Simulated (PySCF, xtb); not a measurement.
heptafluorocyclopentane (C₅H₃F₇), SMILES FC1(F)C(CC(F)C1(F)F)(F)F.

GFN2-xTB (xtb 6.7.1) at its own geometry gives an orbital gap of 10.28 eV and a dipole moment of 4.38 D.

The structure is a stationary point at PBE0-D3(BJ)/def2-SVP. One conformer was computed; it need not be the lowest.

Question: What does M06-2X/def2-SVP (PySCF) give? (The exact figures need the calculation; the answer reports its results.)

Answer: gap 12.32 eV (levels -10.91 and 1.41 eV), dipole 3.34 D.
